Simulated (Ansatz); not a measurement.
Reaction (atomization): `[SiH3]S[CH2][GeH3]` → C• + Ge• + 8 H• + S• + Si•

Program: Ansatz. Geometries: PBE0-D4/def2-TZVP. ΔE: electronic, gas phase. CBS: MP2 limit from def2 TZ/QZ plus the TZ coupled-cluster correction, frozen cores. This one scheme is used for every species, atoms too. No spin–orbit coupling; open shells (•) take unrestricted orbitals. Spin–orbit coupling would lower the free atoms: a little for C, S, Si; clearly for Ge. For Ge outer-core shells are correlated without core-valence functions, so the limit isn't a true one: a few kJ/mol of doubt a bond, and 10 to 20 or more in all where bonds break to atoms. Scalar relativity is left out up to krypton. One conformer a species, not always the lowest.

```json
{"species": "`[SiH3]S[CH2][GeH3]`", "CCSD(T)/CBS(def2) energy (Eh)": "-2805.83640"}
{"species": "C•", "CCSD(T)/CBS(def2) energy (Eh)": "-37.79194"}
{"species": "Ge•", "CCSD(T)/CBS(def2) energy (Eh)": "-2076.01830"}
{"species": "H•", "CCSD(T)/CBS(def2) energy (Eh)": "-0.50000"}
{"species": "S•", "CCSD(T)/CBS(def2) energy (Eh)": "-397.67955"}
{"species": "Si•", "CCSD(T)/CBS(def2) energy (Eh)": "-288.94402"}
```

Q: Work out ΔE.

A: ΔE = 8 × (-0.50000) + (-37.79194) + (-2076.01830) + (-397.67955) + (-288.94402) − (-2805.83640) = 1.40259 Eh = +880.1 kcal/mol.

Largest T1 diagnostic among the species: 0.012.

Leaving LDA and LC-ωPBE aside and taking each functional with its dispersion term where it has one, the values, not all of them listed here, spread over 25.0 kcal/mol, from revPBE-D4 to B97M-V. LDA lies +114.7 kcal/mol from PBE without D4, its usual overbinding. At CCSD(T), def2-SVP lies −58.4 kcal/mol from the extrapolated value and def2-TZVPP −20.5 kcal/mol: correlation converges slowly with the basis, and small sets miss more of it in the bonded molecule than in its fragments.

For atomizations the MP2-based limit and the directly extrapolated one differ by several kJ/mol either way, and by 10 to 25 for some Ge, Se and Sn compounds, so smaller differences from it don't rank the levels.
